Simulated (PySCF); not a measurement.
Ga(OH)3(NH3), H6GaNO3, singlet, PBE0/def2-SVP optimised geometry.

```
11

Ga    -0.32    -0.13     0.00
O     -1.16     1.47     0.00
H     -1.86     1.53    -0.66
O     -1.16    -1.53    -0.78
H     -0.60    -2.00    -1.40
O      1.49    -0.13     0.00
H      1.86     0.71    -0.29
N     -0.64    -0.65     1.99
H      0.26    -0.77     2.46
H     -1.16    -1.53     2.03
H     -1.18     0.07     2.46
```

Density from PySCF with PBE0/def2-TZVP at that geometry.

Minimum of the electron density along straight lines between bonded atoms, close to the bond critical point (lines longer than 1.1 times the sum of covalent radii, or with two minima, are not listed):

```json
[
 {"bond": "Ga1–O2", "length / Å": "1.808", "ρ at the minimum / e bohr⁻³": "0.128", "∇²ρ there / e bohr⁻⁵": "0.67", "position (fraction from the first atom)": "0.48"},
 {"bond": "O2–H3", "length / Å": "0.962", "ρ at the minimum / e bohr⁻³": "0.358", "∇²ρ there / e bohr⁻⁵": "-2.38", "position (fraction from the first atom)": "0.80"},
 {"bond": "Ga1–O4", "length / Å": "1.809", "ρ at the minimum / e bohr⁻³": "0.128", "∇²ρ there / e bohr⁻⁵": "0.67", "position (fraction from the first atom)": "0.48"},
 {"bond": "O4–H5", "length / Å": "0.962", "ρ at the minimum / e bohr⁻³": "0.358", "∇²ρ there / e bohr⁻⁵": "-2.38", "position (fraction from the first atom)": "0.80"},
 {"bond": "Ga1–O6", "length / Å": "1.808", "ρ at the minimum / e bohr⁻³": "0.128", "∇²ρ there / e bohr⁻⁵": "0.67", "position (fraction from the first atom)": "0.48"},
 {"bond": "O6–H7", "length / Å": "0.962", "ρ at the minimum / e bohr⁻³": "0.358", "∇²ρ there / e bohr⁻⁵": "-2.38", "position (fraction from the first atom)": "0.80"},
 {"bond": "Ga1–N8", "length / Å": "2.080", "ρ at the minimum / e bohr⁻³": "0.075", "∇²ρ there / e bohr⁻⁵": "?", "position (fraction from the first atom)": "0.47"},
 {"bond": "N8–H9", "length / Å": "1.020", "ρ at the minimum / e bohr⁻³": "0.332", "∇²ρ there / e bohr⁻⁵": "-1.69", "position (fraction from the first atom)": "0.75"},
 {"bond": "N8–H10", "length / Å": "1.020", "ρ at the minimum / e bohr⁻³": "0.332", "∇²ρ there / e bohr⁻⁵": "-1.69", "position (fraction from the first atom)": "0.75"},
 {"bond": "N8–H11", "length / Å": "1.020", "ρ at the minimum / e bohr⁻³": "0.332", "∇²ρ there / e bohr⁻⁵": "-1.69", "position (fraction from the first atom)": "0.75"}
]
```

Problem. Fill in the missing entries.

Solution. 
- Ga1–N8, ∇²ρ there / e bohr⁻⁵: 0.27
